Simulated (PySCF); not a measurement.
Compound: C2H4N2Si.
SMILES with atom numbers: `[N:1]#[C:2]/[CH:3]=[N:4]/[SiH3:5]` (hydrogens: H6 on C3; H7, H8, H9 on Si5)

The same species was optimised twice, with GFN2-xTB and with PBE0-D3(BJ)/def2-SVP (PySCF), and the same property calculations (PySCF, gas phase) were run on both structures.

```json
{"coordinate": "N4–Si5 (Å)", "GFN2-xTB": "1.723", "PBE0-D3(BJ)/def2-SVP": "1.764", "change": "+0.041"}
{"coordinate": "Si5–H8 (Å)", "GFN2-xTB": "1.468", "PBE0-D3(BJ)/def2-SVP": "1.499", "change": "+0.031"}
{"coordinate": "Si5–H9 (Å)", "GFN2-xTB": "1.458", "PBE0-D3(BJ)/def2-SVP": "1.489", "change": "+0.031"}
{"coordinate": "Si5–H7 (Å)", "GFN2-xTB": "1.458", "PBE0-D3(BJ)/def2-SVP": "1.488", "change": "+0.030"}
{"coordinate": "C2–C3 (Å)", "GFN2-xTB": "1.424", "PBE0-D3(BJ)/def2-SVP": "1.451", "change": "+0.027"}
{"coordinate": "N1≡C2 (Å)", "GFN2-xTB": "1.146", "PBE0-D3(BJ)/def2-SVP": "1.158", "change": "+0.012"}
{"coordinate": "C3=N4 (Å)", "GFN2-xTB": "1.252", "PBE0-D3(BJ)/def2-SVP": "1.263", "change": "+0.011"}
{"coordinate": "C3–H6 (Å)", "GFN2-xTB": "1.100", "PBE0-D3(BJ)/def2-SVP": "1.110", "change": "+0.010"}
{"coordinate": "C3–N4–Si5 (°)", "GFN2-xTB": "134.1", "PBE0-D3(BJ)/def2-SVP": "124.5", "change": "-9.6"}
{"coordinate": "N4–Si5–H7 (°)", "GFN2-xTB": "102.0", "PBE0-D3(BJ)/def2-SVP": "107.2", "change": "+5.2"}
{"coordinate": "N4–Si5–H9 (°)", "GFN2-xTB": "102.0", "PBE0-D3(BJ)/def2-SVP": "107.2", "change": "+5.2"}
{"coordinate": "N4–Si5–H8 (°)", "GFN2-xTB": "115.7", "PBE0-D3(BJ)/def2-SVP": "111.5", "change": "-4.2"}
{"coordinate": "H7–Si5–H9 (°)", "GFN2-xTB": "114.3", "PBE0-D3(BJ)/def2-SVP": "110.3", "change": "-4.0"}
{"coordinate": "H7–Si5–H8 (°)", "GFN2-xTB": "111.2", "PBE0-D3(BJ)/def2-SVP": "110.3", "change": "-0.9"}
{"coordinate": "H8–Si5–H9 (°)", "GFN2-xTB": "111.1", "PBE0-D3(BJ)/def2-SVP": "110.3", "change": "-0.8"}
{"coordinate": "C2–C3–H6 (°)", "GFN2-xTB": "113.4", "PBE0-D3(BJ)/def2-SVP": "113.6", "change": "+0.2"}
```

Rotational constants: A = 35435, B = 1560, C = 1522 MHz (GFN2-xTB) against A = 36325, B = 1536, C = 1500 MHz (PBE0-D3(BJ)/def2-SVP). Point groups within 0.08 Å: Cs and Cs.

On the GFN2-xTB structure: lowest singlet, TDDFT (eV) 3.56 [PBE0/def2-SVPD]; lowest triplet, Tamm–Dancoff (eV) 2.93 [PBE0/def2-SVPD]; isotropic polarisability (au) 64.9 [PBE0/def2-SVPD]; HOMO (eV) -8.07 [PBE0/def2-SVPD]; LUMO (eV) -2.53 [PBE0/def2-SVPD]; dipole (D) 3.87 [PBE0/def2-SVPD]; HOMO (eV) -8.05 [PBE0/pcSseg-1]; LUMO (eV) -2.44 [PBE0/pcSseg-1]; dipole (D) 3.98 [PBE0/pcSseg-1]; GIAO shielding of N1 (ppm) -45.9 [PBE0/pcSseg-1]; GIAO shielding of C2 (ppm) 67.4 [PBE0/pcSseg-1]; GIAO shielding of C3 (ppm) 36.9 [PBE0/pcSseg-1]; GIAO shielding of N4 (ppm) -191.4 [PBE0/pcSseg-1]; GIAO shielding of Si5 (ppm) 403.0 [PBE0/pcSseg-1].

Problem. What do these properties become on the PBE0-D3(BJ)/def2-SVP structure?

Solution. 
```tsv
property	level	on GFN2-xTB	on PBE0-D3(BJ)/def2-SVP	change
lowest singlet, TDDFT (eV)	PBE0/def2-SVPD	3.56	3.69	+0.13
lowest triplet, Tamm–Dancoff (eV)	PBE0/def2-SVPD	2.93	3.04	+0.11
isotropic polarisability (au)	PBE0/def2-SVPD	64.9	66.0	+1.1
HOMO (eV)	PBE0/def2-SVPD	-8.07	-8.29	-0.22
LUMO (eV)	PBE0/def2-SVPD	-2.53	-2.63	-0.10
dipole (D)	PBE0/def2-SVPD	3.87	3.87	0.00
energy, GFN2-xTB geometry as zero (kcal/mol)	PBE0/def2-SVPD	0.0	-2.9	-2.9
HOMO (eV)	PBE0/pcSseg-1	-8.05	-8.27	-0.22
LUMO (eV)	PBE0/pcSseg-1	-2.44	-2.55	-0.11
dipole (D)	PBE0/pcSseg-1	3.98	3.96	-0.02
energy, GFN2-xTB geometry as zero (kcal/mol)	PBE0/pcSseg-1	0.0	-2.3	-2.3
GIAO shielding of N1 (ppm)	PBE0/pcSseg-1	-45.9	-51.7	-5.8
GIAO shielding of C2 (ppm)	PBE0/pcSseg-1	67.4	64.6	-2.8
GIAO shielding of C3 (ppm)	PBE0/pcSseg-1	36.9	30.6	-6.3
GIAO shielding of N4 (ppm)	PBE0/pcSseg-1	-191.4	-187.9	+3.5
GIAO shielding of Si5 (ppm)	PBE0/pcSseg-1	403.0	390.0	-13.0
```

The heavy atoms differ by 0.078 Å rms after alignment. Among all bonds N4–Si5 changes most (+0.041 Å). Changes are differences of the printed values. Neither structure is proved a minimum here.
